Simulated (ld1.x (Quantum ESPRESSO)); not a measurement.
Configuration tests for Mo (Z = 42) (TM semilocal)

- Element: Mo (Z = 42)
- Generator: ld1.x (Quantum ESPRESSO) 7.5
- Type: norm-conserving Troullier–Martins (semilocal form)
- Functional: LDA (PZ)
- Relativity: scalar-relativistic
- Frozen core: [Kr]
- Valence charge: 6
- Reference configuration: 4d5 5s1 5p0
- Partial waves: 5s (bound): rc 2.20 bohr; 4d (bound): rc 1.50 bohr; 4f channel at 0.4 Ry: rc 3.65 bohr; 5p (bound, empty): rc 4.20 bohr
- Local potential: the p channel
- Core correction: a·sin(br)/r model core, default radius (core density twice the valence density)

Energies are relative to the spin-unpolarised reference configuration 4d5 5s1 5p0; without spin polarisation the order of configurations can differ from experiment. Spin-polarised rows fill each open shell by Hund’s rule, majority spin first.

```tsv
valence configuration	charge	ΔE all-electron (eV)	error AE − PS (meV)
4d5 5s0 5p0	+1	7.186	-9.0
4d4 5s0 5p0	+2	22.889	-57
4d3 5s0 5p0	+3	49.850	-395
4d4 5s2 5p0	0	0.139	-38
4d5 5s0.5 5p0	+0.5	2.864	-2.1
4d4 5s1 5p1	0	3.760	-49
4d5 5s0 5p1	0	3.245	+0.3
4d5 5s1 5p0 (spin-polarised)	0	-3.924	+200
4d5 5s0 5p0 (spin-polarised)	+1	3.795	+189
```
